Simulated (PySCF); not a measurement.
# TcH₃, singlet: structure and spectrum

All numbers come from PBE0/[Tc def2-TZVP with ECP28, H def2-TZVP], scalar-relativistic core potentials, density fitting, no spin–orbit coupling, PySCF.

The structure is a minimum.

```xyz
4
charge 0 multiplicity 1, angstrom
Tc    0.0000    0.0051   -0.0316
H     0.0000    0.1689    1.5306
H     1.3371   -0.3344    0.7848
H    -1.3371   -0.3344    0.7848
```

| Quantity | Value |
| --- | --- |
| Point group | Cs |
| Bond lengths | Tc–H 1.571 Å, Tc–H 1.603 Å (×2) |
| Bond angles | H–Tc–H 61.0° (×2), H–Tc–H 113.0° |
| Principal polarisabilities | 31.2, 36.9, 46.3 bohr³ |
| Heat capacity Cp at 298.15 K | 44.6 J/(mol K) |
| Atomisation energy without zero-point energy | 633 kJ/mol |
| Dipole moment | 3.23 D |
| Zero-point energy | 50.3 kJ/mol |
| Entropy at 298.15 K and 1 bar | 240.8 J/(mol K) |
| Rotational constants | 4.393, 4.259, 2.3 cm⁻¹ |
| Enthalpy at 298.15 K above 0 K | 11.18 kJ/mol |
| Rotational symmetry number | 1 |
| Lowest empty level | -2.48 eV |
| Highest occupied level | -5.26 eV |
| Principal quadrupole moments (Buckingham, traceless) about the centre of mass | -3.65, 0.41, 3.23 D Å |

Harmonic modes (masses in u: Tc 98.907, H 1.008):
| symmetry | ω (cm⁻¹) | IR (km/mol) | type |
| --- | --- | --- | --- |
| a' | 359 | 24.7 | bend |
| a'' | 810 | 149 | bend |
| a' | 900 | 17.4 | bend |
| a'' | 2067 | 249 | stretch |
| a' | 2072 | 23.2 | stretch |
| a' | 2198 | 36.6 | stretch |

Charges (e):
```csv
atom,Mulliken,Löwdin,polar tensor,Mayer order to Tc1
Tc1,0.01,-0.07,0.52,–
H2,0.06,0.06,-0.06,0.90
"H3,4",-0.04,0.00,-0.23,0.97
```

Mulliken populations on Tc1 (electrons outside its core potential): s 2.44, p 6.16, d 6.38, f 0.01.

This need not be the most stable arrangement of these atoms. At this level a quintet minimum of C2v symmetry lies 127 kJ/mol below this structure. At the minimum of this search the closed-shell solution is unstable towards spin polarisation, so a lower open-shell solution exists.

The final relaxation and frequency run took of the order of 100 core-seconds on a shared host.
